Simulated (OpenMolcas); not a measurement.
## Ir⁵⁺: CASPT2 settings compared

```json
{
  "Program": "OpenMolcas",
  "Basis": "ANO-R2 [8s6p5d3f1g]",
  "Scalar Hamiltonian": "X2C, finite nucleus",
  "Active space": "4 electrons in 5 orbitals (5d)",
  "State averaging": "2S+1 = 5 even, 5 roots; 2S+1 = 3 even, 45 roots kept (CI in the orbitals of an earlier block); 2S+1 = 1 even, 49 roots kept (CI in the orbitals of an earlier block)",
  "Spin-orbit coupling": "state interaction with AMFI integrals over the reference wave functions, term energies averaged over their components"
}
```

Methods on the same reference wave functions:
A. CASSCF
B. SS-CASPT2, IPEA 0.35 Eh, no level shift (closed shells correlated: none)
C. SS-CASPT2, IPEA 0 Eh, sigma1 regulariser 0.25 Eh (closed shells correlated: 5s 5p)
D. MS-CASPT2, IPEA 0 Eh, sigma1 regulariser 0.25 Eh (closed shells correlated: 5s 5p)
E. MS-CASPT2, IPEA 0.35 Eh, no level shift (closed shells correlated: none)
F. XMS-CASPT2, IPEA 0.35 Eh, no level shift (closed shells correlated: 5s 5p)

Energies in eV above 5d⁴ ⁵D₀.

| Level | A | B | C | D | E | F |
| --- | --- | --- | --- | --- | --- | --- |
| 5d⁴ ⁵D₀ [59 %] | 0.0000 | 0.0000 | 0.0000 | 0.0000 | 0.0000 | 0.0000 |
| 5d⁴ ⁵D₁ | 0.6145 | 0.722 | 0.735 | 0.730 | 0.721 | 0.694 |
| 5d⁴ ⁵D₂ | 1.1809 | 1.331 | 1.341 | 1.333 | 1.329 | 1.282 |
| 5d⁴ ⁵D₃ | 1.6381 | 1.780 | 1.776 | 1.767 | 1.777 | 1.723 |
| 5d⁴ ⁵D₄ [60 %] | 1.9612 | 2.048 | 2.019 | 2.011 | 2.043 | 1.991 |
| 5d⁴ ³H₄ [54 %] | 3.1725 | 3.199 | 3.096 | 3.087 | 3.193 | 3.104 |
| 5d⁴ ³G₃ [60 %] | 3.8210 | 3.720 | 3.590 | 3.586 | 3.711 | 3.642 |
| 5d⁴ ³H₅ | 3.9487 | 3.980 | 3.840 | 3.828 | 3.979 | 3.882 |
| 5d⁴ ³F₂(1) [62 %] | 3.9920 | 3.744 | 3.656 | 3.651 | 3.735 | 3.690 |
| 5d⁴ ³P₁(1) [73 %] | 4.0639 | 3.800 | 3.765 | 3.740 | 3.798 | 3.832 |
| 5d⁴ ³H₆ [71 %] | 4.2873 | 4.331 | 4.191 | 4.178 | 4.330 | 4.199 |
| 5d⁴ ³G₄ [53 %] | 4.7104 | 4.660 | 4.526 | 4.510 | 4.660 | 4.561 |
| 5d⁴ ³G₅ | 5.8077 | 5.775 | 5.623 | 5.610 | 5.773 | 5.681 |
| 5d⁴ ¹I₆ [71 %] | 6.0989 | 6.114 | 5.963 | 5.950 | 6.113 | 5.930 |
| 5d⁴ ³D₁ | 6.1922 | 5.956 | 5.774 | 5.769 | 5.956 | 5.857 |
| 5d⁴ ¹S₀ [73 %] | 7.1102 | 6.754 | 6.639 | 6.601 | 6.750 | 6.709 |
| 5d⁴ ¹F₃ [59 %] | 7.5577 | 7.141 | 6.959 | 6.949 | 7.137 | 6.976 |
| 5d⁴ ³P₂(2) [55 %] | 8.1187 | 7.488 | 7.364 | 7.390 | 7.482 | 7.477 |
| 5d⁴ ³F₂(2) [50 %] | 8.9154 | 8.362 | 8.269 | 8.236 | 8.386 | 8.282 |
| 5d⁴ ³F₃(2) | 8.9863 | 8.438 | 8.312 | 8.299 | 8.438 | 8.348 |
| 5d⁴ ³P₁(2) | 9.1332 | 8.481 | 8.329 | 8.313 | 8.479 | 8.461 |
| 5d⁴ ¹G₄(2) [71 %] | 9.6414 | 9.034 | 8.889 | 8.873 | 9.036 | 8.864 |
| 5d⁴ ³P₀(2) | 9.9250 | 9.292 | 9.142 | 9.141 | 9.291 | 9.279 |

Among B to F the level of the table that moves most is 5d⁴ ¹F₃ [59 %], by 1500 cm-1 (lowest in D, highest in B). Moves below CASPT2's spread within the term are not significant.

From A to B the spin-free energies of the other terms of 5d⁴ shown, above ⁵D, scale by factors of 0.81 to 0.95, as is usual when dynamic correlation screens the repulsion within a d or f shell.

The lowest spin-free term lies below A's lowest term by 0.032 hartree in B, 0.278 hartree in C, 0.278 hartree in D, 0.032 hartree in E, 0.272 hartree in F.

CASPT2 breaks the degeneracy within a term, and the mean is taken; among the terms shown or strongly mixed into the levels shown the widest spread is 1800 cm-1 (5d⁴ ¹I, F). Terms from blocks run as CI alone lack orbitals of their own. Without dynamic correlation excited terms often stand tens of per cent too high (terms of higher spin than the ground term too low), and those without a measured partner can miss by more than the paired ones (holds for A). The CASPT2 spread within a term exceeds the gap to the next term for 5d⁴ ³H and 5d⁴ ³P(1), 5d⁴ ³P(1) and 5d⁴ ³F(1), 5d⁴ ¹I and 5d⁴ ³D and others, so the order of their levels is uncertain, and so are names and mixing where such terms share a J (holds for F). Levels of configurations outside the active space are missing. Levels that lie high or do not pair safely by name in every column are left out.

A share in square brackets marks a mixed level and gives the weight of the term that names it, the lowest over the columns. A number in round brackets counts repeated terms of one configuration in the order of the reference energies.
